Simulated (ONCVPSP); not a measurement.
**Pseudopotential generation for carbon: ONCV, PBE, scalar-relativistic.**

ONCVPSP 4.0.1 input, shortened (lines: element, Z, core and valence counts, functional; n l f; lmax; l rc ep ncon nbas qcut; lloc lpopt rc5 dvloc0; l nproj debl; icmod fcfact rcfact), PBE, scalar-relativistic:

```
  C 6.00    1    2        4      upf
    1    0    2.00
    2    0    2.00
    2    1    2.00
    2
    0    1.35    0.00    3    7    6.00
    1    2.15    0.00    5    9    6.50
    2    2.05    0.02    5    9    4.10
    4    3    1.25    3.00
    0    2    2.30
    1    3    1.50
    2    1    3.80
    3    3.75    1.10
```

- Cutoffs needed: 14 Ha and 19 Ha (the cutoffs (Ha) at which the residual kinetic energy of the hardest occupied pseudo-wave falls to 1 and 0.1 mHa per electron)
- Ghost test: no bound ghost flagged; no localised positive-energy state flagged
- Largest excitation error: +669 meV (all-electron minus pseudo) for 2s1 2p0, out of 4 test configurations
- rms error of d²Exc/dni dnj: 1.93 mHa without and 2.28 mHa with the model core
